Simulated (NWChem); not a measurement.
Program: NWChem. System: CH3Mg (+1), charge 1, spin multiplicity 1, at a geometry optimised with PBE/def2-SVP. The structure started from a generated list of species. Level: CIS/def2-SVPD.

Input file:

```
start mol
memory heap 200 mb stack 900 mb global 1100 mb
charge 1
geometry units angstroms nocenter noautoz
  Mg     0.547415    -0.771652     0.000000
  C     -0.669867     0.944267     0.000000
  H     -1.283204     0.890693     0.920127
  H     -1.283204     0.890693    -0.920127
  H      0.016628     1.812835     0.000000
  symmetry group Cs
end
basis spherical
  * library def2-svpd
end
dft
  xc hfexch
  semidirect memsize 60000000 filesize 0
  iterations 100
end
tddft
  cis
  nroots 5
  notriplet
  thresh 1e-4
end
task tddft energy
```

Output (cleaned and shortened):

```
             Northwest Computational Chemistry Package (NWChem) 7.3.0
             --------------------------------------------------------

                                NWChem Input Module
                                -------------------

 Scaling coordinates for geometry "geometry" by  1.889725989
 (inverse scale =  0.529177249)

 Turning off AUTOSYM since
 SYMMETRY directive was detected!

                             Geometry "geometry" -> ""
                             -------------------------

 Output coordinates in angstroms (scale by  1.889725989 to convert to a.u.)

  No.       Tag          Charge          X              Y              Z
 ---- ---------------- ---------- -------------- -------------- --------------
    1 Mg                  12.0000     0.54741500    -0.77165200     0.00000000
    2 C                    6.0000    -0.66986700     0.94426700     0.00000000
    3 H                    1.0000    -1.28320400     0.89069300     0.92012700
    4 H                    1.0000    -1.28320400     0.89069300    -0.92012700
    5 H                    1.0000     0.01662800     1.81283500     0.00000000

 Effective nuclear repulsion energy (a.u.)      34.7968182137

            Nuclear Dipole moment (a.u.)
            ----------------------------
        X                 Y               Z
 ---------------- ---------------- ----------------
    -0.0000037795    -0.0000018897     0.0000000000

      Symmetry information
      --------------------

 Group name             Cs
 Group number              2
 Group order               2
 No. of unique centers     4

      Symmetry unique atoms

     1    2    3    5


 Summary of "ao basis" -> "" (spherical)
 ------------------------------------------------------------------------------
       Tag                 Description            Shells   Functions and Types
 ---------------- ------------------------------  ------  ---------------------
 *                         def2-svpd                  on all atoms

  xc_inp: hfexch multiplicative factor not found.

                                 NWChem DFT Module
                                 -----------------

 Summary of "ao basis" -> "ao basis" (spherical)
 ------------------------------------------------------------------------------
       Tag                 Description            Shells   Functions and Types
 ---------------- ------------------------------  ------  ---------------------
 Mg                        def2-svpd                 9       21   4s4p1d
 C                         def2-svpd                 8       20   4s2p2d
 H                         def2-svpd                 4        8   2s2p

 Summary of "ao basis" -> "ao basis" (spherical)
 ------------------------------------------------------------------------------
       Tag                 Description            Shells   Functions and Types
 ---------------- ------------------------------  ------  ---------------------
 Mg                        def2-svpd                 9       21   4s4p1d
 C                         def2-svpd                 8       20   4s2p2d
 H                         def2-svpd                 4        8   2s2p

      Symmetry analysis of basis
      --------------------------

        a'         43
        a"         22

            General Information
            -------------------
          SCF calculation type: DFT
          Wavefunction type:  closed shell.
          No. of atoms     :     5
          No. of electrons :    20
           Alpha electrons :    10
            Beta electrons :    10
          Charge           :     1
          Spin multiplicity:     1
          Use of symmetry is: off; symmetry adaption is: on
          Maximum number of iterations: 100
          AO basis - number of functions:    65
                     number of shells:    29
          Convergence on energy requested:  1.00D-06
          Convergence on density requested:  1.00D-05
          Convergence on gradient requested:  5.00D-04

              XC Information
              --------------
                     Hartree-Fock (Exact) Exchange  1.000

          Convergence Information
          -----------------------
          Convergence aids based upon iterative change in
          total energy or number of iterations.
          Levelshifting, if invoked, occurs when the
          HOMO/LUMO gap drops below (HL_TOL):  1.00D-02
          DIIS, if invoked, will attempt to extrapolate
          using up to (NFOCK): 10 stored Fock matrices.

                    Damping( 0%)  Levelshifting(0.5)       DIIS
                  --------------- ------------------- ---------------
          dE  on:    start            ASAP                start
          dE off:    2 iters        100 iters           100 iters

      Screening Tolerance Information
      -------------------------------
          Density screening/tol_rho:  1.00D-10
          AO Gaussian exp screening on grid/accAOfunc:  14
          CD Gaussian exp screening on grid/accCDfunc:  20
          XC Gaussian exp screening on grid/accXCfunc:  20
          Schwarz screening/accCoul:  1.00D-08

      Superposition of Atomic Density Guess
      -------------------------------------

 Sum of atomic energies:        -238.65774218

 Renormalizing density from      21.00 to     20

      Non-variational initial energy
      ------------------------------

 Total energy =    -231.896640
 1-e energy   =    -380.721107
 2-e energy   =     114.027649
 HOMO         =      -0.702260
 LUMO         =      -0.422513

      Symmetry analysis of molecular orbitals - initial
      -------------------------------------------------
[...]
     1   0 1 0     -2.069829     -1.034914     -1.034914     -0.000002
     1   0 0 1      0.000000      0.000000      0.000000      0.000000

     2   2 0 0     -7.193830    -20.705510    -20.705510     34.217190
     2   1 1 0     -3.191053     18.259420     18.259420    -39.709893
     2   1 0 1      0.000000      0.000000      0.000000      0.000000
     2   0 2 0     -4.959321    -33.491214    -33.491214     62.023107
     2   0 1 1      0.000000      0.000000      0.000000      0.000000
     2   0 0 2     -9.457574     -7.752171     -7.752171      6.046767

                                NWChem TDDFT Module
                                -------------------

            General Information
            -------------------
           No. of orbitals :     130
            Alpha orbitals :      65
             Beta orbitals :      65
        Alpha frozen cores :       0
         Beta frozen cores :       0
     Alpha frozen virtuals :       0
      Beta frozen virtuals :       0
         Spin multiplicity :       1
    Number of AO functions :      65
        Use of symmetry is : off
      Symmetry adaption is : on
         Schwarz screening :  0.10D-07

              XC Information
              --------------
              Hartree-Fock (Exact) Exchange   1.00

             TDDFT Information
             -----------------
          Calculation type : CIS
         Wavefunction type : Restricted singlets
          No. of electrons :      20
           Alpha electrons :      10
            Beta electrons :      10
              No. of roots :       5
          Max subspacesize :    5000
            Max iterations :     100
               Target root :       1
           Target symmetry : none
      Symmetry restriction : off
                 Algorithm : Optimal
        Davidson threshold :  0.10D-03

            Memory Information
            ------------------
          Available GA space size is         144174975 doubles
          Available MA space size is         144176268 doubles
          Length of a trial vector is          550
          Algorithm : Incore multiple tensor contraction
          Estimated peak GA usage is           8434425 doubles
          Estimated peak MA usage is             13000 doubles

    5 smallest eigenvalue differences (eV)
--------------------------------------------------------
  No. Spin  Occ  Vir  Irrep   E(Occ)    E(Vir)   E(Diff)
--------------------------------------------------------
    1    1   10   11 a'       -0.549    -0.222     8.892
    2    1   10   12 a'       -0.549    -0.132    11.335
    3    1   10   13 a"       -0.549    -0.132    11.335
    4    1   10   14 a'       -0.549    -0.082    12.708
    5    1    9   11 a"       -0.720    -0.222    13.544
--------------------------------------------------------

  Entering Davidson iterations
  Restricted singlet excited states

  Iter   NTrls   NConv    DeltaV     DeltaE      Time
  ----  ------  ------  ---------  ---------  ---------
    1      5       0     0.12E+00   0.10+100        3.1
    2     10       0     0.25E-01   0.28E-01        3.2
    3     15       0     0.62E-02   0.11E-02        3.2
    4     20       0     0.27E-02   0.55E-04        3.2
    5     25       0     0.18E-02   0.12E-04        3.2
    6     30       2     0.70E-01   0.20E-03        3.2
    7     33       3     0.22E-01   0.31E-02        3.1
    8     35       4     0.10E-01   0.35E-03        2.9
    9     36       4     0.31E-02   0.58E-04        2.8
   10     37       4     0.94E-03   0.32E-05        2.9
   11     38       4     0.18E-03   0.19E-06        2.8
   12     39       5     0.73E-04   0.51E-08        2.9
  ----  ------  ------  ---------  ---------  ---------
  Convergence criterion met

  Ground state a'       -238.852234305482 a.u.

  ----------------------------------------------------------------------------
  Root   1 singlet a'             0.169030765 a.u.                4.5996 eV
  ----------------------------------------------------------------------------
     Transition Moments    X -1.29715   Y  1.82852   Z -0.00000
     Transition Moments   XX -0.96375  XY  0.30162  XZ -0.00000
     Transition Moments   YY -1.17500  YZ -0.00000  ZZ -0.74979
     Dipole Oscillator Strength                    0.5663738112
     Electric Quadrupole                           0.0000000035
     Magnetic Dipole                               0.0000000000
     Total Oscillator Strength                     0.5663738147

          sigma_e =   2.0172 Angstrom
          sigma_h =   1.4627 Angstrom
         |d_h->e| =   1.7138 Angstrom
            d_exc =   2.9879 Angstrom
            d_CD1 =   2.2683 Angstrom
            d_CD2 =  -0.0261 Angstrom
            d_CD3 =   4.7018 Angstrom
     Pearson C.C. =   0.0370

     Occ.    8  a'  ---  Virt.   22  a'       0.05764
     Occ.    9  a"  ---  Virt.   23  a"       0.05764
     Occ.   10  a'  ---  Virt.   11  a'       0.97906
     Occ.   10  a'  ---  Virt.   14  a'      -0.09247
  ----------------------------------------------------------------------------
  Root   2 singlet a'             0.237610382 a.u.                6.4657 eV
  ----------------------------------------------------------------------------
     Transition Moments    X  1.06707   Y  0.75695   Z  0.00000
     Transition Moments   XX  2.12765  XY -0.75664  XZ  0.00000
     Transition Moments   YY -2.14424  YZ -0.00000  ZZ  0.01666
     Dipole Oscillator Strength                    0.2711310810
     Electric Quadrupole                           0.0000003668
     Magnetic Dipole                               0.0000001000
     Total Oscillator Strength                     0.2711315478

          sigma_e =   2.2562 Angstrom
          sigma_h =   1.4542 Angstrom
         |d_h->e| =   1.4878 Angstrom
            d_exc =   3.0643 Angstrom
            d_CD1 =   2.2898 Angstrom
            d_CD2 =  -0.3674 Angstrom
            d_CD3 =   4.5522 Angstrom
     Pearson C.C. =   0.0043

     Occ.   10  a'  ---  Virt.   12  a'      -0.96897
     Occ.   10  a'  ---  Virt.   16  a'       0.19445
     Occ.   10  a'  ---  Virt.   22  a'       0.10435
     Occ.   10  a'  ---  Virt.   30  a'       0.05770
  ----------------------------------------------------------------------------
  Root   3 singlet a"             0.237610565 a.u.                6.4657 eV
  ----------------------------------------------------------------------------
     Transition Moments    X -0.00000   Y -0.00000   Z  1.30827
     Transition Moments   XX -0.00000  XY  0.00000  XZ  1.32472
     Transition Moments   YY  0.00000  YZ -1.83853  ZZ -0.00000
     Dipole Oscillator Strength                    0.2711258721
     Electric Quadrupole                           0.0000003668
     Magnetic Dipole                               0.0000001000
     Total Oscillator Strength                     0.2711263389

          sigma_e =   2.2562 Angstrom
          sigma_h =   1.4542 Angstrom
         |d_h->e| =   1.4879 Angstrom
            d_exc =   3.0643 Angstrom
            d_CD1 =   2.2898 Angstrom
            d_CD2 =  -0.3673 Angstrom
            d_CD3 =   4.5522 Angstrom
     Pearson C.C. =   0.0044

     Occ.   10  a'  ---  Virt.   13  a"      -0.96897
     Occ.   10  a'  ---  Virt.   17  a"       0.19446
     Occ.   10  a'  ---  Virt.   23  a"       0.10434
     Occ.   10  a'  ---  Virt.   31  a"       0.05770
  ----------------------------------------------------------------------------
  Root   4 singlet a"             0.285970689 a.u.                7.7817 eV
  ----------------------------------------------------------------------------
     Transition Moments    X -0.00000   Y -0.00000   Z  0.17852
     Transition Moments   XX  0.00000  XY -0.00000  XZ -0.47954
     Transition Moments   YY -0.00000  YZ  0.39326  ZZ  0.00000
     Dipole Oscillator Strength                    0.0060759732
     Electric Quadrupole                           0.0000000479
     Magnetic Dipole                               0.0000002744
     Total Oscillator Strength                     0.0060762955

          sigma_e =   1.9567 Angstrom
          sigma_h =   1.1217 Angstrom
         |d_h->e| =   2.1744 Angstrom
            d_exc =   3.1230 Angstrom
            d_CD1 =   3.0095 Angstrom
            d_CD2 =   0.6352 Angstrom
            d_CD3 =   5.2974 Angstrom
     Pearson C.C. =   0.0142

     Occ.    9  a"  ---  Virt.   11  a'      -0.94795
     Occ.    9  a"  ---  Virt.   14  a'       0.19756
     Occ.    9  a"  ---  Virt.   18  a'       0.18086
     Occ.    9  a"  ---  Virt.   21  a'      -0.09679
     Occ.    9  a"  ---  Virt.   32  a'       0.05424
     Occ.    9  a"  ---  Virt.   36  a'       0.06518
     Occ.   10  a'  ---  Virt.   13  a"       0.05149
  ----------------------------------------------------------------------------
  Root   5 singlet a'             0.285971195 a.u.                7.7817 eV
  ----------------------------------------------------------------------------
     Transition Moments    X -0.14564   Y -0.10334   Z -0.00000
     Transition Moments   XX  0.45608  XY -0.27491  XZ  0.00000
     Transition Moments   YY -0.61933  YZ -0.00000  ZZ  0.16335
     Dipole Oscillator Strength                    0.0060795298
     Electric Quadrupole                           0.0000000479
     Magnetic Dipole                               0.0000002744
     Total Oscillator Strength                     0.0060798520

          sigma_e =   1.9568 Angstrom
          sigma_h =   1.1217 Angstrom
         |d_h->e| =   2.1744 Angstrom
            d_exc =   3.1230 Angstrom
            d_CD1 =   3.0095 Angstrom
            d_CD2 =   0.6352 Angstrom
            d_CD3 =   5.2974 Angstrom
     Pearson C.C. =   0.0142

     Occ.    8  a'  ---  Virt.   11  a'       0.94794
     Occ.    8  a'  ---  Virt.   14  a'      -0.19758
     Occ.    8  a'  ---  Virt.   18  a'      -0.18085
     Occ.    8  a'  ---  Virt.   21  a'       0.09680
     Occ.    8  a'  ---  Virt.   32  a'      -0.05425
     Occ.    8  a'  ---  Virt.   36  a'      -0.06517
     Occ.   10  a'  ---  Virt.   12  a'      -0.05149

              Target root =      1
          Target symmetry = none
      Ground state energy =   -238.852234305482
        Excitation energy =      0.169030765088
     Excited state energy =   -238.683203540394

  stored tddft:energy   -238.68320354039412

 Task  times  cpu:       37.9s     wall:       37.9s

 Total times  cpu:       38.0s     wall:       38.0s
```
